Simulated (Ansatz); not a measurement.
Ansatz (a first-principles code) input (HF/6-31G* with LANL2DZ past Ar): The .json file joins the Basis Set Exchange's 6-31G* for atoms up to Ar and LANL2DZ past it.

Ansatz 0.2 input:
```yaml
crystal:
  periodic: [false, false, false]
  atoms:
    - {symbol: C, position_ang: [-2.77621038, 0.28640885, 0.24289138]}
    - {symbol: C, position_ang: [-1.76273874, 0.02431693, -0.60153109]}
    - {symbol: C, position_ang: [-0.62208735, -0.91072136, -0.21858662]}
    - {symbol: Ge, position_ang: [1.02147344, 0.12193990, 0.15185879]}
    - {symbol: H, position_ang: [-3.46063819, 0.99650880, -0.27269916]}
    - {symbol: H, position_ang: [-1.62535192, 0.44285168, -1.60630959]}
    - {symbol: H, position_ang: [-0.89332598, -1.43480386, 0.69193256]}
    - {symbol: H, position_ang: [-0.38441049, -1.65620434, -0.98033371]}
    - {symbol: H, position_ang: [0.92612284, 0.99336132, 1.42482267]}
    - {symbol: H, position_ang: [1.39325718, 1.08462313, -1.00782085]}
    - {symbol: H, position_ang: [2.32341513, -0.72844008, 0.35428483]}
basis:
  gaussian:
    orbitals: 6-31Gs+LANL2DZ.json
hamiltonian:
  xc: {name: HF}
total_charge: -1
phonons: {temperatures: {t_min: 298.15, t_max: 298.15, t_step: 100}}
```

Output:

```
Functional definition: HF
integrals: 0.02 GiB planned
872 factors; integrals over basis functions are off by at most 3.3e-4 eV
mean field: 0.13 GiB planned
mean field evaluation 1: about -3294.0421 eV, gradient 2.8e1 eV
mean field evaluation 2: about -3294.0421 eV, gradient 2.8e1 eV
mean field evaluation 4: about -3296.7895 eV, gradient 3.5e0 eV
mean field evaluation 8: about -3296.8680 eV, gradient 3.3e-2 eV
mean field -3296.86785109 eV, -121.1576588302 hartree, gradient 2.2e-5 eV, S^2 0.000000; 0 other end points of the search recorded, 0 dependent functions left out
the calculation of the forces begins
reference -3296.86785109 eV, -121.1576588302 hartree; 15, 15 occupied and 52, 52 virtual orbitals, 872 factors
these checks for a lower state are left out or cut short: stability, starts, cluster_reference, orbital_swaps, neighbouring_geometries, increment
integrals: 0.02 GiB planned
872 factors; integrals over basis functions are off by at most 3.3e-4 eV
mean field: 0.13 GiB planned
mean field evaluation 16: about -3296.8677 eV, gradient 3.7e-5 eV
mean field -3296.86770136 eV, -121.1576533280 hartree, gradient 1.8e-6 eV, S^2 0.000000; 0 other end points of the search recorded, 0 dependent functions left out
the calculation of the forces begins
reference -3296.86770136 eV, -121.1576533280 hartree; 15, 15 occupied and 52, 52 virtual orbitals, 872 factors
these checks for a lower state are left out or cut short: stability, starts, cluster_reference, orbital_swaps, neighbouring_geometries, increment
integrals: 0.02 GiB planned
872 factors; integrals over basis functions are off by at most 3.3e-4 eV
mean field: 0.13 GiB planned
mean field -3296.86771028 eV, -121.1576536554 hartree, gradient 1.8e-6 eV, S^2 0.000000; 0 other end points of the search recorded, 0 dependent functions left out
the calculation of the forces begins
reference -3296.86771028 eV, -121.1576536554 hartree; 15, 15 occupied and 52, 52 virtual orbitals, 872 factors
these checks for a lower state are left out or cut short: stability, starts, cluster_reference, orbital_swaps, neighbouring_geometries, increment
integrals: 0.02 GiB planned
872 factors; integrals over basis functions are off by at most 3.3e-4 eV
mean field: 0.13 GiB planned
mean field evaluation 32: about -3296.8678 eV, gradient 1.8e-6 eV
mean field -3296.86778295 eV, -121.1576563263 hartree, gradient 1.8e-6 eV, S^2 0.000000; 0 other end points of the search recorded, 0 dependent functions left out
the calculation of the forces begins
reference -3296.86778295 eV, -121.1576563263 hartree; 15, 15 occupied and 52, 52 virtual orbitals, 872 factors
these checks for a lower state are left out or cut short: stability, starts, cluster_reference, orbital_swaps, neighbouring_geometries, increment
integrals: 0.02 GiB planned
872 factors; integrals over basis functions are off by at most 3.3e-4 eV
mean field: 0.13 GiB planned
mean field -3296.86779440 eV, -121.1576567469 hartree, gradient 1.8e-6 eV, S^2 0.000000; 0 other end points of the search recorded, 0 dependent functions left out
the calculation of the forces begins
reference -3296.86779440 eV, -121.1576567469 hartree; 15, 15 occupied and 52, 52 virtual orbitals, 872 factors
these checks for a lower state are left out or cut short: stability, starts, cluster_reference, orbital_swaps, neighbouring_geometries, increment
integrals: 0.02 GiB planned
872 factors; integrals over basis functions are off by at most 3.3e-4 eV
mean field: 0.13 GiB planned
mean field -3296.86773573 eV, -121.1576545909 hartree, gradient 1.8e-6 eV, S^2 0.000000; 0 other end points of the search recorded, 0 dependent functions left out
the calculation of the forces begins
reference -3296.86773573 eV, -121.1576545909 hartree; 15, 15 occupied and 52, 52 virtual orbitals, 872 factors
these checks for a lower state are left out or cut short: stability, starts, cluster_reference, orbital_swaps, neighbouring_geometries, increment
integrals: 0.02 GiB planned
872 factors; integrals over basis functions are off by at most 3.3e-4 eV
mean field: 0.13 GiB planned
mean field -3296.86773873 eV, -121.1576547009 hartree, gradient 1.8e-6 eV, S^2 0.000000; 0 other end points of the search recorded, 0 dependent functions left out
the calculation of the forces begins
reference -3296.86773873 eV, -121.1576547009 hartree; 15, 15 occupied and 52, 52 virtual orbitals, 872 factors
these checks for a lower state are left out or cut short: stability, starts, cluster_reference, orbital_swaps, neighbouring_geometries, increment
integrals: 0.02 GiB planned
872 factors; integrals over basis functions are off by at most 3.3e-4 eV
mean field: 0.13 GiB planned
mean field -3296.86768220 eV, -121.1576526235 hartree, gradient 1.8e-6 eV, S^2 0.000000; 0 other end points of the search recorded, 0 dependent functions left out
[...]
integrals: 0.02 GiB planned
872 factors; integrals over basis functions are off by at most 3.3e-4 eV
mean field: 0.13 GiB planned
mean field -3296.86784329 eV, -121.1576585436 hartree, gradient 8.8e-7 eV, S^2 0.000000; 0 other end points of the search recorded, 0 dependent functions left out
the calculation of the forces begins
reference -3296.86784329 eV, -121.1576585436 hartree; 15, 15 occupied and 52, 52 virtual orbitals, 872 factors
these checks for a lower state are left out or cut short: stability, starts, cluster_reference, orbital_swaps, neighbouring_geometries, increment
integrals: 0.02 GiB planned
872 factors; integrals over basis functions are off by at most 3.3e-4 eV
mean field: 0.13 GiB planned
mean field -3296.86784076 eV, -121.1576584508 hartree, gradient 6.2e-7 eV, S^2 0.000000; 0 other end points of the search recorded, 0 dependent functions left out
the calculation of the forces begins
reference -3296.86784076 eV, -121.1576584508 hartree; 15, 15 occupied and 52, 52 virtual orbitals, 872 factors
these checks for a lower state are left out or cut short: stability, starts, cluster_reference, orbital_swaps, neighbouring_geometries, increment
integrals: 0.02 GiB planned
872 factors; integrals over basis functions are off by at most 3.3e-4 eV
mean field: 0.13 GiB planned
mean field evaluation 384: about -3296.8682 eV, gradient 1.6e-1 eV
mean field -3296.86782580 eV, -121.1576579010 hartree, gradient 1.8e-6 eV, S^2 0.000000; 0 other end points of the search recorded, 0 dependent functions left out
the calculation of the forces begins
reference -3296.86782580 eV, -121.1576579010 hartree; 15, 15 occupied and 52, 52 virtual orbitals, 872 factors
these checks for a lower state are left out or cut short: stability, starts, cluster_reference, orbital_swaps, neighbouring_geometries, increment
integrals: 0.02 GiB planned
872 factors; integrals over basis functions are off by at most 3.3e-4 eV
mean field: 0.13 GiB planned
mean field -3296.86782963 eV, -121.1576580415 hartree, gradient 1.8e-6 eV, S^2 0.000000; 0 other end points of the search recorded, 0 dependent functions left out
the calculation of the forces begins
reference -3296.86782963 eV, -121.1576580415 hartree; 15, 15 occupied and 52, 52 virtual orbitals, 872 factors
these checks for a lower state are left out or cut short: stability, starts, cluster_reference, orbital_swaps, neighbouring_geometries, increment
integrals: 0.02 GiB planned
872 factors; integrals over basis functions are off by at most 3.3e-4 eV
mean field: 0.13 GiB planned
mean field -3296.86781993 eV, -121.1576576851 hartree, gradient 1.8e-6 eV, S^2 0.000000; 0 other end points of the search recorded, 0 dependent functions left out
the calculation of the forces begins
reference -3296.86781993 eV, -121.1576576851 hartree; 15, 15 occupied and 52, 52 virtual orbitals, 872 factors
these checks for a lower state are left out or cut short: stability, starts, cluster_reference, orbital_swaps, neighbouring_geometries, increment
integrals: 0.02 GiB planned
872 factors; integrals over basis functions are off by at most 3.3e-4 eV
mean field: 0.13 GiB planned
mean field -3296.86781937 eV, -121.1576576645 hartree, gradient 1.8e-6 eV, S^2 0.000000; 0 other end points of the search recorded, 0 dependent functions left out
the calculation of the forces begins
reference -3296.86781937 eV, -121.1576576645 hartree; 15, 15 occupied and 52, 52 virtual orbitals, 872 factors
these checks for a lower state are left out or cut short: stability, starts, cluster_reference, orbital_swaps, neighbouring_geometries, increment
integrals: 0.02 GiB planned
872 factors; integrals over basis functions are off by at most 3.3e-4 eV
mean field: 0.13 GiB planned
mean field evaluation 416: about -3296.8678 eV, gradient 3.7e-5 eV
mean field -3296.86781638 eV, -121.1576575548 hartree, gradient 1.8e-6 eV, S^2 0.000000; 0 other end points of the search recorded, 0 dependent functions left out
the calculation of the forces begins
reference -3296.86781638 eV, -121.1576575548 hartree; 15, 15 occupied and 52, 52 virtual orbitals, 872 factors
these checks for a lower state are left out or cut short: stability, starts, cluster_reference, orbital_swaps, neighbouring_geometries, increment
integrals: 0.02 GiB planned
872 factors; integrals over basis functions are off by at most 3.3e-4 eV
mean field: 0.13 GiB planned
mean field -3296.86781741 eV, -121.1576575926 hartree, gradient 1.8e-6 eV, S^2 0.000000; 0 other end points of the search recorded, 0 dependent functions left out
the calculation of the forces begins
reference -3296.86781741 eV, -121.1576575926 hartree; 15, 15 occupied and 52, 52 virtual orbitals, 872 factors
these checks for a lower state are left out or cut short: stability, starts, cluster_reference, orbital_swaps, neighbouring_geometries, increment
integrals: 0.02 GiB planned
872 factors; integrals over basis functions are off by at most 3.3e-4 eV
mean field: 0.13 GiB planned
mean field -3296.86783069 eV, -121.1576580808 hartree, gradient 1.8e-6 eV, S^2 0.000000; 0 other end points of the search recorded, 0 dependent functions left out
the calculation of the forces begins
reference -3296.86783069 eV, -121.1576580808 hartree; 15, 15 occupied and 52, 52 virtual orbitals, 872 factors
these checks for a lower state are left out or cut short: stability, starts, cluster_reference, orbital_swaps, neighbouring_geometries, increment
integrals: 0.02 GiB planned
872 factors; integrals over basis functions are off by at most 3.3e-4 eV
mean field: 0.13 GiB planned
mean field -3296.86783350 eV, -121.1576581839 hartree, gradient 1.8e-6 eV, S^2 0.000000; 0 other end points of the search recorded, 0 dependent functions left out
the calculation of the forces begins
reference -3296.86783350 eV, -121.1576581839 hartree; 15, 15 occupied and 52, 52 virtual orbitals, 872 factors
these checks for a lower state are left out or cut short: stability, starts, cluster_reference, orbital_swaps, neighbouring_geometries, increment
integrals: 0.02 GiB planned
872 factors; integrals over basis functions are off by at most 3.3e-4 eV
mean field: 0.13 GiB planned
mean field -3296.86783928 eV, -121.1576583962 hartree, gradient 2.3e-6 eV, S^2 0.000000; 0 other end points of the search recorded, 0 dependent functions left out
the calculation of the forces begins
reference -3296.86783928 eV, -121.1576583962 hartree; 15, 15 occupied and 52, 52 virtual orbitals, 872 factors
these checks for a lower state are left out or cut short: stability, starts, cluster_reference, orbital_swaps, neighbouring_geometries, increment
integrals: 0.02 GiB planned
872 factors; integrals over basis functions are off by at most 3.3e-4 eV
mean field: 0.13 GiB planned
mean field evaluation 448: about -3296.8678 eV, gradient 3.3e-6 eV
mean field -3296.86784798 eV, -121.1576587158 hartree, gradient 2.2e-6 eV, S^2 0.000000; 0 other end points of the search recorded, 0 dependent functions left out
the calculation of the forces begins
reference -3296.86784798 eV, -121.1576587158 hartree; 15, 15 occupied and 52, 52 virtual orbitals, 872 factors
Total energy: -3296.86785109 eV, -121.1576588302 hartree
Atom 0 at    -2.776210     0.286409     0.242891 Å, force    -0.001684    -0.002248    -0.000631 eV/Å
Atom 1 at    -1.762739     0.024317    -0.601531 Å, force     0.000780     0.000823    -0.001668 eV/Å
Atom 2 at    -0.622087    -0.910721    -0.218587 Å, force    -0.000830     0.000406     0.001821 eV/Å
Atom 3 at     1.021473     0.121940     0.151859 Å, force     0.002223     0.001512     0.001345 eV/Å
Atom 4 at    -3.460638     0.996509    -0.272699 Å, force     0.001897     0.001607     0.000740 eV/Å
Atom 5 at    -1.625352     0.442852    -1.606310 Å, force    -0.001211    -0.001644     0.000501 eV/Å
Atom 6 at    -0.893326    -1.434804     0.691933 Å, force     0.000401     0.000022    -0.001039 eV/Å
Atom 7 at    -0.384410    -1.656204    -0.980334 Å, force    -0.000274     0.000483     0.000271 eV/Å
Atom 8 at     0.926123     0.993361     1.424823 Å, force    -0.001572     0.000372     0.000263 eV/Å
Atom 9 at     1.393257     1.084623    -1.007821 Å, force     0.000509    -0.000773     0.000134 eV/Å
Atom 10 at     2.323415    -0.728440     0.354285 Å, force    -0.000240    -0.000558    -0.001737 eV/Å
Dipole moment:     1.744059    -0.199731    -0.251741 e Å
Vibrations: 91.72 149.76 234.07 442.85 505.63 535.89 600.14 770.68 903.25 929.84 971.03 988.35 995.82 1108.24 1174.86 1282.46 1305.56 1458.11 1573.46 1656.19 2031.93 2104.41 2140.31 2894.26 3068.72 3139.83 3251.53 cm⁻¹, zero-point energy 2.250865 eV
```

The blocks after the first are displaced geometries, from whose forces the wavenumbers follow.

The dipole moment of an ion depends on the origin.
